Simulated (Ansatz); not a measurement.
Species: H6AlBrSi2, SMILES `[SiH3][Al]([SiH3])[Br]` (charge 0, multiplicity 1).

Question: Give a relaxed geometry from B3LYP-D3(BJ)/def2-TZVP run with Ansatz (an electronic-structure program).

Answer: the end point of this relaxation (outside a Z-matrix the atoms follow the SMILES, hydrogens last).
Z-matrix (Å, degrees):
```
Al
Br 1 2.2841
Si 1 2.4539 2 115.37
H 3 1.4845 1 111.38 2 40.80
H 3 1.4857 4 108.45 1 -123.37
H 3 1.4871 4 108.03 5 -116.44
Si 1 2.4539 2 114.92 3 -178.79
H 7 1.4855 1 112.11 2 -179.18
H 7 1.4857 8 108.12 1 -121.86
H 7 1.4860 8 108.06 9 -116.61
```
